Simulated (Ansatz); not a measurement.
The same ligand exchange along the group O, S, Se, Te.

Isolated molecules relaxed with PBE0-D4/def2-TZVP in Ansatz; ΔE leaves out vibrations. CCSD(T)/CBS is the MP2 limit (def2-TZVPP, def2-QZVPP) plus CCSD(T) − MP2 in def2-TZVPP, frozen cores. This one scheme is used for every species. DFT in def2-TZVPP. def2 core potentials past Kr. For Se, Te outer-core shells are correlated without core-valence functions, which leaves a few kJ/mol of doubt a bond. Scalar relativity is left out up to krypton. Each species was taken in one conformer, which may not be the lowest.

```csv
reaction,r2SCAN-D4 (kJ/mol)
`NB(O)F` + HCl → `NB(F)Cl` + H₂O,27
`NB(F)S` + HCl → `NB(F)Cl` + H₂S,-28
`NB(F)[SeH]` + HCl → `NB(F)Cl` + H₂Se,-36
`NB(F)[TeH]` + HCl → `NB(F)Cl` + H₂Te,-50
```

Task: Give the CCSD(T)/CBS values in the same order. (Best estimate.)

Result: The calculation gave: 26, -27, -31, -42 kJ/mol.

Largest T1 diagnostic: 0.012, for `NB(F)S`.
